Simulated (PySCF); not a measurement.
# Nuclear quadrupole coupling in `O=C([O-])[C@H](F)COC(F)(F)F`

Compound: C₄H₃F₄O₃ (charge -1).
Geometry (GFN2-xTB, Å), atoms numbered from 1 in this order:
```xyz
14
C4H3F4O3 angstrom
O     -2.456    1.351   -0.555
C     -2.472    0.283    0.051
O     -3.369   -0.377    0.542
C     -0.962   -0.384    0.172
F     -0.879   -1.280    1.232
C      0.041    0.720    0.343
O      1.385    0.473   -0.200
C      2.152   -0.353    0.447
F      3.399   -0.292   -0.066
F      2.301   -0.087    1.765
F      1.819   -1.654    0.388
H     -0.780   -0.962   -0.741
H      0.134    0.986    1.399
H     -0.312    1.575   -0.239
```

Field gradients from the PBE0/pcSseg-1 density (PySCF, non-relativistic), principal values in atomic units, ordered |Vxx| ≤ |Vyy| ≤ |Vzz|:

| atom | Vxx | Vyy | Vzz |
| --- | --- | --- | --- |
| O1 | 0.3904 | 0.9123 | -1.3026 |
| O3 | 0.4871 | 0.8606 | -1.3477 |
| O7 | -0.1488 | -1.6765 | 1.8253 |

Find the asymmetry η = (Vxx − Vyy)/Vzz and the couplings χ = eQV/h (234.96 MHz × Q in barn × V in au), with Q(17O) = −0.0256 b.

```json
{"atom": "O1", "environment": "carboxylate oxygen", "nucleus": "17O", "η": "0.40", "χzz (MHz)": "7.84", "χxx (MHz)": "-2.35", "χyy (MHz)": "-5.49"}
{"atom": "O3", "environment": "carboxylate oxygen", "nucleus": "17O", "η": "0.28", "χzz (MHz)": "8.11", "χxx (MHz)": "-2.93", "χyy (MHz)": "-5.18"}
{"atom": "O7", "environment": "ether oxygen", "nucleus": "17O", "η": "0.84", "χzz (MHz)": "-10.98", "χxx (MHz)": "0.90", "χyy (MHz)": "10.08"}
```

What is Vzz at O3 in SI units (1 au = 9.71736 × 10²¹ V/m²)?

-1.3477 au = -13.096 × 10²¹ V/m².

And the gradient at the other heavy atoms, for which no coupling is worked out here?

```json
{"atom": "C2", "environment": "carboxylate carbon", "Vzz (au)": "0.346", "η": "0.90"}
{"atom": "C4", "environment": "sp3 C–F carbon", "Vzz (au)": "0.555", "η": "0.39"}
{"atom": "F5", "environment": "alkyl fluorine", "Vzz (au)": "3.002", "η": "0.02"}
{"atom": "C6", "environment": "sp3 carbon bound to oxygen", "Vzz (au)": "0.635", "η": "0.22"}
{"atom": "C8", "environment": "CF3 carbon", "Vzz (au)": "-0.237", "η": "0.24"}
{"atom": "F9", "environment": "fluorine of a CF3 group", "Vzz (au)": "2.932", "η": "0.03"}
{"atom": "F10", "environment": "fluorine of a CF3 group", "Vzz (au)": "2.870", "η": "0.03"}
{"atom": "F11", "environment": "fluorine of a CF3 group", "Vzz (au)": "2.900", "η": "0.03"}
```

Were the hydrogens deuterons (Q(2H) = 0.00286 b), χzz would run from 189 kHz (H14) to 198 kHz (H12 and H13).

Geometry: GFN2-xTB, one conformer, isolated ion. The pcSseg-1 basis has no diffuse functions, a weakness for an anion. GFN2-xTB bond lengths can be off by several hundredths of an ångström, more for odd bonds, and the gradients follow them. The basis is small and wasn't made for field gradients, so the couplings can be 20 % off.
